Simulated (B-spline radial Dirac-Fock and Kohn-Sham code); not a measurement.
# Two-hole binding energies of Cd³⁺

System: cadmium as Cd³⁺, [Kr] 4d9.

Method: relaxed Dirac-Fock hole states (ΔSCF) with Breit and QED corrections and a finite nucleus. Computed with a radial B-spline solver. U is the two-hole binding energy less the two single-hole energies, the effective repulsion of the holes after relaxation. Each two-hole energy is an average over J within one jj subconfiguration.

```
          holes  E(a) (eV)  E(b) (eV)  E(ab) (eV)  U (eV)
   1s⁻¹ 2p3/2⁻¹    26757.0     3585.0     30540.3   198.3
   1s⁻¹ 3p3/2⁻¹    26757.0      665.8     27483.4    60.6
   2s⁻¹ 2p3/2⁻¹     4071.3     3585.0      7769.5   113.2
        2p1/2⁻²     3774.8     3774.8      7704.1   154.4
2p1/2⁻¹ 2p3/2⁻¹     3774.8     3585.0      7498.8   138.9
        2p3/2⁻²     3585.0     3585.0      7309.1   139.0
   2s⁻¹ 3p1/2⁻¹     4071.3      700.5      4825.6    53.8
   2s⁻¹ 3p3/2⁻¹     4071.3      665.8      4789.4    52.3
   2p1/2⁻¹ 3s⁻¹     3774.8      819.5      4647.0    52.6
   2s⁻¹ 3d3/2⁻¹     4071.3      456.9      4584.5    56.3
   2p3/2⁻¹ 3s⁻¹     3585.0      819.5      4456.9    52.4
2p1/2⁻¹ 3d3/2⁻¹     3774.8      456.9      4286.6    54.8
        3p1/2⁻²      700.5      700.5      1445.9    44.9
        3p3/2⁻²      665.8      665.8           ?       ?
```

Question: Give the missing two-hole energy and U.

Answer: E(ab) = 1372.8 eV and U = 41.3 eV.

Run: 57 s of CPU time on 1 thread of Neoverse-N1 (shared host), peak memory 0.42 GiB.
